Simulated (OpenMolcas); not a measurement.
**2s2 2p2 along the 6-electron sequence**

* Program: OpenMolcas
* Method: RASSCF
* Basis: ANO-R3
* Scalar Hamiltonian: X2C, finite nucleus
* Spin-orbit coupling: RASSI with atomic mean-field integrals over the reference wave functions, term energies averaged over their components

Active space for each ion: 2 electrons in 9 orbitals (RAS2 2p; RAS3 3s 3d, at most 1 electron).

Computed levels in cm-1 above 3P0:

```json
{"Level": "3P1", "C": "15.4", "N+": "47.1", "O2+": "110", "F3+": "220", "Ne4+": "399"}
{"Level": "3P2", "C": "46.2", "N+": "140", "O2+": "326", "F3+": "647", "Ne4+": "1160"}
{"Level": "1D2", "C": "12616", "N+": "17793", "O2+": "22805", "F3+": "27831", "Ne4+": "32970"}
{"Level": "1S0", "C": "30925", "N+": "43844", "O2+": "56214", "F3+": "68461", "Ne4+": "80790"}
{"Level": "weight of 3P in the lowest level (%)", "C": "100", "N+": "100", "O2+": "100", "F3+": "100", "Ne4+": "100"}
```

Measured, with the error of the calculation in %. Measured levels: C, N+ from NIST Handbook of Basic Atomic Spectroscopic Data; O2+ from Moore, Selected Tables of Atomic Spectra, NSRDS-NBS 3, section 11; F3+ from Moore, Atomic Energy Levels, vol. I, NSRDS-NBS 35 (1971 reprint of NBS Circular 467, 1949); Ne4+ from NIST levels in Podobedova, Fuhr, Reader and Wiese, J. Phys. Chem. Ref. Data 33, 525 (2004).

| Level | C | N+ | O2+ | F3+ | Ne4+ |
| --- | --- | --- | --- | --- | --- |
| 3P1 | 16.4 (-6.0) | 48.7 (-3.1) | 113 (-2.8) | 225 (-2.2) | 412 (-3.2) |
| 3P2 | 43.4 (+6.3) | 131 (+7.4) |  | 613 (+5.5) | 1110 (+4.5) |
| 1D2 | 10193 (+23.8) | 15316 (+16.2) | 20273 (+12.5) | 25241 (+10.3) | 30292 (+8.8) |
| 1S0 | 21648 (+42.9) | 32689 (+34.1) | 43186 (+30.2) | 53544 (+27.9) | 63914 (+26.4) |

The fine-structure level 3P2 changes by a factor of 25.1 from C to Ne4+. Its fourth root runs 2.61, 3.44, 4.25, 5.04, 5.84, with steps per unit of Z of 0.83, 0.81, 0.79, 0.79; equal steps would mean a (Z - σ)^4 law with constant σ.

1D2 changes by a factor of 2.61 over the same range, with steps per unit of Z of +5180, +5010, +5030, +5140 cm-1.

With the s shell closed, the reference lacks s² → p² mixing. Without dynamic correlation excited terms often stand tens of per cent too high (terms of higher spin than the ground term too low), and those without a measured partner can miss by more than the paired ones (holds for C; N+). No level of 2s2 2p 3d, 2s2 2p 3s was computed, though it lies in the active space (holds for C). No level of 2s2 2p 3d was computed, though it lies in the active space (holds for N+). Measured partners are found by configuration, term and J. A level has none where our copy of the source lacks it or the pairing is in doubt (some pairs that miss far off the trend of their configuration count as doubtful), and it then counts in no deviation. Only configurations of the active space appear.
